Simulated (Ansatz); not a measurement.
Cost and result for the atomization energy of C$_{3}$HF$_{5}$ (`FC(F)=C(F)C(F)F`) (9 atoms, 8 bonds).

Cartesian coordinates in Å:
```
F 0.359 -1.627 1.242
C -0.642 -1.044 0.629
F -1.771 -1.653 0.851
C -0.512 0.037 -0.125
F -1.582 0.565 -0.712
C 0.781 0.725 -0.373
F 1.048 0.755 -1.701
F 0.712 2.013 0.044
H 1.607 0.230 0.144
```

Total charge 0; spin multiplicity 1. The geometry is a stationary point of PBE0-D4/def2-TZVP. It is one conformer, not always the lowest. Program: Ansatz. All runs use 4 threads of an AMD EPYC 9R45 on a shared host. Times are those of one run each, without the atoms' runs, and a repeat can differ threefold. Electronic energies, without spin–orbit coupling; frozen cores. CCSD(T)/CBS adds CCSD(T) − MP2 in def2-TZVPP to the MP2 limit, and its time is that of the two runs behind it. T1 = 0.013. B3LYP takes the VWN-RPA correlation (the form of Gaussian; ORCA's B3LYP/G).

CCSD(T)/CBS is a level of theory with its own doubt, some kJ/mol a heavy atom from the limit and from the frozen cores, so smaller differences don't rank the functionals.

| level | functions | wall time | atomization (kJ/mol) | difference from CCSD(T)/CBS | per bond |
| --- | --- | --- | --- | --- | --- |
| LDA (SPW92)/def2-TZVPP | 262 | 0.5 s | 4662.2 | 904.2 | 113.0 |
| revPBE-D4/def2-TZVPP | 262 | 0.75 s | 3828.4 | 70.4 | 8.8 |
| PBE-D4/def2-TZVPP (with forces) | 262 | 0.95 s | 4000.7 | 242.7 | 30.3 |
| PBE0-D4/def2-TZVPP | 262 | 1.1 s | 3818.6 | 60.6 | 7.6 |
| B3LYP-D4/def2-TZVPP (with forces) | 262 | 1.8 s | 3751.0 | -7.0 | -0.9 |
| r2SCANh-D4/def2-TZVPP | 262 | 1.8 s | 3752.6 | -5.4 | -0.7 |
| B2PLYP/def2-TZVPP | 262 | 2.2 s | 3725.9 | -32.1 | -4.0 |
| B97M-V/def2-TZVPP | 262 | 2.6 s | 3776.9 | 18.9 | 2.4 |
| ωB97M-V/def2-TZVPP (with forces) | 262 | 3.5 s | 3789.6 | 31.6 | 3.9 |
| CCSD(T)/def2-SVP | 117 | 4.9 s | 3575.5 | -182.5 | -22.8 |
| MP2/def2-QZVPP | 486 | 8.5 s | 3904.9 | 146.9 | 18.4 |
| CCSD(T)/def2-TZVPP | 262 | 2.2 min | 3646.3 | -111.7 | -14.0 |
| CCSD(T)/CBS(def2) | – | 2.3 min | 3758.0 | 0.0 | 0.0 |

At CCSD(T), def2-SVP lies −182.5 kJ/mol from the extrapolated value and def2-TZVPP −111.7 kJ/mol: correlation converges slowly with the basis, and small sets miss more of it in the bonded molecule than in its fragments. In def2-TZVPP, CCSD(T) changes the Hartree–Fock value by +1141.2 kJ/mol (the triples alone add +94.5 kJ/mol) and MP2 by +1333.5 kJ/mol; breaking electron pairs costs correlation energy, which Hartree–Fock lacks. The D4 term adds +26.5 kJ/mol with B3LYP and +13.9 kJ/mol with PBE0; it sums over pairs of atoms, weighted by their polarisabilities, and B3LYP, whose exchange is more repulsive, gets the larger term.
